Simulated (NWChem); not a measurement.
# MgHSeCl; SMILES [Cl][Mg][SeH]

```xyz
4

Mg     0.0070    -0.7388     0.0000
Cl     0.0150    -2.9407     0.0000
Se     0.0324     1.6814     0.0000
H     -1.4414     1.6907     0.0000
```
Atoms are numbered in this order, from 1.

All runs use the structure optimised with PBE0/def2-SVP.

Symmetry labels are those of Cs in the frame above (b1 and b2, or b-type labels, depend on it).

Task: List the 4 lowest vertical singlet excitations from PBE0/def2-SVPD, TDA (NWChem).

Result: 
| state | energy (eV) | oscillator strength | symmetry | leading excitation (squared amplitude) |
|---|---|---|---|---|
| S1 | 4.18 | 0.044 | a" | HOMO → LUMO (0.99) |
| S2 | 5.11 | 0.000 | a" | HOMO → LUMO+1 (0.96) |
| S3 | 5.54 | 0.032 | a' | HOMO → LUMO+2 (0.53) |
| S4 | 5.74 | 0.007 | a" | HOMO → LUMO+3 (0.92) |
